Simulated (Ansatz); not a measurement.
## FLiNP: which of two structures lies lower

Structure a: `[Li][N]=PF`, a singlet. Structure b: a singlet given by its coordinates. Both are isolated molecules in the gas phase, relaxed with r2SCAN-D4/def2-TZVP.

a (Å):

```xyz
4

F     1.5285    0.8899    3.6492
Li   -2.3610   -0.0856    3.3241
N    -0.9370    0.7853    2.7873
P     0.4194    1.4045    2.5447
```

b (Å):

```xyz
4

F     0.6810    0.3955    3.8595
Li   -1.0610   -0.1538    3.6202
N    -1.2479    1.1818    2.2430
P     0.1862    1.5761    2.4962
```

Close contacts (Å): F1–Li2 1.84, F1–P4 1.87, Li2–N3 1.93, Li2–P4 2.41, N3–P4 1.51.

Energies in hartree; the thermal terms are from r2SCAN-D4/def2-TZVP harmonic frequencies (ideal gas, rigid rotor, one conformer each, 298.15 K, 1 atm) and include the zero-point energy:

|  | a | b |
| --- | --- | --- |
| E, CCSD(T)/def2-TZVPP | −502.878323 | −502.886767 |
| zero-point energy | 0.007506 | 0.007495 |
| H(298 K) − E | 0.013333 | 0.012942 |
| G(298 K) − E | −0.020817 | −0.019398 |

Question: Work out ΔE, ΔE₀, ΔH and ΔG for a → b in kcal/mol (1 Eh = 627.51 kcal/mol) and the equilibrium ratio [b]/[a].

Answer: 1. ΔE = −502.886767 − (−502.878323) = −0.008444 Eh = −5.30 kcal/mol.
2. ΔE₀ = ΔE + ΔZPE = −0.008444 + (−0.000011) Eh = −5.31 kcal/mol.
3. ΔH = ΔE + (−0.000391) Eh = −5.54 kcal/mol.
4. ΔG = ΔE + (+0.001419) Eh = −4.41 kcal/mol, so ΔS = (ΔH − ΔG)/T = −15.9 J/(mol K).
5. kT = 0.9442 mEh, so K = [b]/[a] = exp(−ΔG/kT) = exp(+7.44) ≈ 1.7 × 10^3.

Structure b is favoured at this temperature. An error of 1 kcal/mol in ΔG would change K by a factor of 5.4. HF/def2-TZVPP found them nearly level. Large T1 diagnostics make the coupled-cluster value less sure. Mirror images and further conformers aren't counted.

Other levels gave ΔE = −4.4 (r2SCAN-D4/def2-TZVP); −0.1 (HF/def2-TZVPP); −4.8 (MP2/def2-TZVPP) kcal/mol. The correlated steps freeze 7 core orbitals; the last core shell of Li is correlated, in a basis made for valence electrons. Programs: Ansatz 0.2.0.
